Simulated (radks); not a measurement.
Polarisability of the fluorine ion F4+, [He] 2s2 2p1, at imaginary frequency. Method: scalar-relativistic Kohn-Sham, LB94 model potential, spin-polarised, spherical densities, finite nucleus; open shells are filled with parallel spins first; Fermi nuclear charge, rms radius 2.8976 fm; computed with a radial shooting solver on a logarithmic mesh with Libxc functionals. Response by self-consistent Sternheimer equations with the Hartree and adiabatic LDA kernel, the relativistic mass of each level held fixed and spin-orbit coupling left out.

| w (hartree) | alpha1(iw) (bohr^3) |
|---|---|
| 0.00266 | 0.8017 |
| 0.0143 | 0.8014 |
| 0.0360 | 0.8002 |
| 0.0697 | 0.7962 |
| 0.118 | 0.7862 |
| 0.186 | 0.7647 |
| 0.280 | 0.7239 |
| 0.413 | 0.6547 |
| 0.605 | 0.5533 |
| 0.892 | 0.4292 |
| 1.35 | 0.3052 |
| 2.12 | 0.1985 |
| 3.59 | 0.1106 |
| 6.94 | 0.04461 |
| 17.5 | 0.009932 |

Static values: alpha1 = 0.8017 bohr^3 (0.1188 angstrom^3; uncoupled 1.351). C6 = 0.5099, triple-dipole C9 = 0.2780 atomic units. One-pole (London) frequency 4 C6 / (3 alpha1^2) = 1.058 hartree, against 4.105 for minus the highest occupied eigenvalue.
